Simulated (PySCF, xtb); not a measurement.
SZn, SMILES [S]=[Zn].

GFN2-xTB (xtb) at its own geometry gives an orbital gap of 1.08 eV and a dipole moment of 4.83 D.

The structure is a stationary point at PBE0-D3(BJ)/def2-TZVP.

Task: What does PySCF with PBE/def2-TZVPD give? (Estimate from the structure and the level; the computed values follow.)

Result: gap 0.54 eV (levels -5.52 and -4.98 eV), dipole 4.99 D.
